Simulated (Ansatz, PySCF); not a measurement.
Reaction (SMILES): [F][Ge]([Cl])([Cl])[Cl] [trichloro(fluoro)germane] -> F atom + [Cl][Ge]([Cl])[Cl] (the F-Ge bond at the site shown breaks; other sites are not compared here)
Each molecule is optimised on its own at B3LYP-D3(BJ)/def2-TZVP (Ansatz, an electronic-structure program). Frequencies are from Ansatz or PySCF.
Geometry of the first species:
```xyz
5

F      0.0235    -0.0797     1.9082
Ge     0.0023    -0.0078     0.1874
Cl    -1.6640    -1.1416    -0.4823
Cl     1.8287    -0.8353    -0.5126
Cl    -0.1816     2.0338    -0.3679
```

Property: bond dissociation energy (enthalpy at 298 K, with B3LYP-D3(BJ) rigid-rotor harmonic-oscillator terms), in kcal/mol. Correlated levels leave the core frozen unless marked. Open shells are spin-unrestricted. Spin-orbit coupling is left out. Frozen are the shells of the preceding noble gas and the d and f shells that filled before the atom's block. Non-relativistic. CBS(X,Y): correlation extrapolated as X^-3; Hartree-Fock from the larger set.

CCSD(T)/CBS(def2-TZVPP,def2-QZVPP) (Ansatz) gives 127.5 kcal/mol.

### Question
Another calculation gave 111.7 kcal/mol. Which level was it?
(A) LC-wPBE/def2-TZVPD (Ansatz)
(B) BHLYP/def2-TZVPD (Ansatz)
(C) r2SCAN/def2-TZVPD (Ansatz)
(D) SVWN5/def2-TZVPD (Ansatz)

### Answer
B, BHLYP/def2-TZVPD (Ansatz). The others give 123.8 (LC-wPBE), 119.4 (r2SCAN), 140.4 (SVWN5) kcal/mol.
